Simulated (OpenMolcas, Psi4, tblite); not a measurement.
## GeNH4O (SMILES [NH][GeH2][OH]): methods side by side

GeNH4O: 7 atoms, total charge 0, spin state doublet. SMILES: `[NH][GeH2][OH]`. The coordinates come from a PBE0-D4/def2-TZVP relaxation. This is one conformer, not always the lowest.

Each level gives the electronic atomisation energy (eV). The values are calculated. Electronic energies at fixed atoms, without zero-point motion or spin-orbit coupling.

```csv
level,kind,program,value (eV)
GFN2-xTB,semi-empirical,tblite,21.55
UHF/def2-SVPD,Hartree–Fock,OpenMolcas,14.00
USVWN5/def2-SVPD,LDA,OpenMolcas,24.80
U-revPBE/def2-SVPD,GGA,OpenMolcas,20.74
U-r2SCAN/def2-SVPD,meta-GGA,OpenMolcas,21.29
UTPSS/def2-SVPD,meta-GGA,OpenMolcas,21.49
UBHLYP/def2-SVPD,global hybrid,OpenMolcas,20.36
UPBE0/def2-SVPD,global hybrid,OpenMolcas,20.99
U-wB97M-V/def2-SVPD,range-separated hybrid,Psi4,21.47
```

All-electron rows without a relativistic Hamiltonian named are non-relativistic. The values span 14.00 to 24.80 eV.
